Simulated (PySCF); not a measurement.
A PySCF script (with the pyscf-properties extension) for the NMR shieldings of `C#CCP1CCC=C1C`, C8H11P, on a PBE0-D3(BJ)/def2-SVP geometry:

```python
import basis_set_exchange as bse
import numpy as np
from pyscf import gto, dft
from pyscf.prop import nmr

atoms = """
C     2.506233    2.320620    0.097859
C     2.111267    1.205198   -0.164843
C     1.604186   -0.111751   -0.494738
P     0.031334   -0.026311   -1.540847
C    -0.540624   -1.793576   -1.356004
C    -1.284982   -1.927697   -0.020522
C    -1.718532   -0.553477    0.395092
C    -1.154780    0.494946   -0.225182
C    -1.416408    1.936626    0.059535
H     2.868755    3.304165    0.330828
H     2.352797   -0.662837   -1.089524
H     1.412569   -0.689858    0.424839
H     0.300679   -2.494863   -1.464552
H    -1.224618   -1.985300   -2.197944
H    -0.637823   -2.366160    0.762919
H    -2.142958   -2.615385   -0.108088
H    -2.445977   -0.424670    1.205920
H    -1.817123    2.445871   -0.832100
H    -2.135092    2.059533    0.883497
H    -0.483865    2.457974    0.328110
"""
names = dict.fromkeys(["C", "P", "H"], "pcSseg-1")
basis = {el: gto.basis.parse(bse.get_basis(n, elements=[el], fmt="nwchem")) for el, n in names.items()}
mol = gto.M(atom=atoms, basis=basis, charge=0, verbose=0)
mf = dft.RKS(mol, xc="HYB_GGA_XC_WB97X_D")
mf.grids.level = 2
mf.grids.alignment = dft.numint.BLKSIZE   # the property module wants whole blocks of grid points
mf.conv_tol = 1e-9
mf.kernel()

calc = nmr.RKS(mf)   # GIAO
C = mf.mo_coeff
Co = C[:, mf.mo_occ > 0]
resp = mf.gen_response(singlet=True, hermi=2)
def vind(x):   # induced exchange potential for any number of trial vectors
    d = np.einsum("pi,xij,qj->xpq", C, 2 * x.reshape(-1, C.shape[1], Co.shape[1]), Co, optimize=True)
    return np.einsum("xpq,pi,qj->xij", resp(d - d.transpose(0, 2, 1)), C, Co, optimize=True).ravel()
mo1, _ = nmr.rhf.solve_mo1(calc, with_cphf=vind)
sigma = calc.kernel(mo1)
for i, s in enumerate(sigma):   # ppm
    print("%2d %-2s %9.2f" % (i, mol.atom_pure_symbol(i), np.trace(s) / 3))
```

**Question.** Give the expected output.

**Answer.** 
```
 0 C     108.51
 1 C      99.04
 2 C     164.81
 3 P     319.90
 4 C     157.47
 5 C     149.09
 6 C      40.12
 7 C      29.87
 8 C     162.69
 9 H      29.52
10 H      29.51
11 H      29.19
12 H      30.03
13 H      29.65
14 H      28.78
15 H      28.98
16 H      25.31
17 H      29.28
18 H      29.33
19 H      28.84
```

These numbers come from an equivalent density-fitted implementation of the same equations, which agrees with the script to about 0.01 ppm for H and up to a few tenths of a ppm for heavy atoms, so last digits may differ.

Size and cost of the density-fitted run: 215 basis functions, 46 s wall time on 1 thread of an Arm Neoverse V2, shared host; peak memory 1.2 GiB.
